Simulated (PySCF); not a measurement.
SeO⁺: frontier orbitals

CAM-B3LYP at R = 1.591 Å; basis Se cc-pVDZ-PP with ECP10, O cc-pVDZ; scalar-relativistic core potentials; PySCF 2.14. State: ²Π (doublet), unpaired electrons π ↑. Only the outer orbitals are listed, counted within each symmetry, core potentials removing the inner ones.

```tsv
spin	orbital	occ.	ε (eV)	on Se (%)	main shells (%)
α	5σ	1	-39.77	26	68 O s, 19 Se s
α	6σ	1	-29.43	75	71 Se s, 20 O s
α	3π	1	-22.07	31	69 O p, 30 Se p
α	7σ	1	-21.85	37	56 O p, 30 Se p
α	3π	1	-21.25	36	64 O p, 34 Se p
α	4π	1	-16.92	72	71 Se p, 28 O p
α	4π	0	-11.74	68	66 Se p, 32 O p
α	8σ	0	-6.48	87	71 Se p, 16 O p, 12 Se d
α	9σ	0	3.07	101	99 Se s
β	5σ	1	-39.15	28	66 O s, 20 Se s
β	6σ	1	-28.49	73	69 Se s, 21 O s
β	7σ	1	-21.43	38	54 O p, 30 Se p
β	3π	1	-20.93	39	61 O p, 36 Se p
β	3π	1	-20.13	37	62 O p, 35 Se p
β	4π	0	-11.42	66	64 Se p, 34 O p
β	4π	0	-10.48	67	66 Se p, 33 O p
β	8σ	0	-6.17	87	70 Se p, 16 O p, 12 Se d
```

**Question.** Which are the highest filled and the lowest empty level, where do they sit, and how wide is the gap?

**Answer.** Highest filled α 4π at -16.92 eV (in %: 71 Se p, 28 O p); lowest empty α 4π at -11.74 eV (in %: 66 Se p, 32 O p); the gap at CAM-B3LYP is 5.18 eV. Both belong to one degenerate shell, split only by its one-sided filling, so this is no excitation gap.

| Item | Value |
| --- | --- |
| bond order (Mayer) | 2.37 |
| ⟨S²⟩ | 0.754 |
| charge on Se (Mulliken, basis-dependent) | 1.08 |
| charge on Se (Löwdin, basis-dependent) | 1.17 |
| dipole moment (positive dipole points towards O; it is taken about the centre of mass and depends on that origin) | -2.07 D |
| polarisability along the bond | 23.9 bohr³ |
| polarisability across the bond | 11.0 bohr³ |

Shares are Mulliken populations and can fall outside 0 to 100 %.

Spin–orbit coupling is left out. The state was picked by a PBE0 search and need not be the measured ground state.
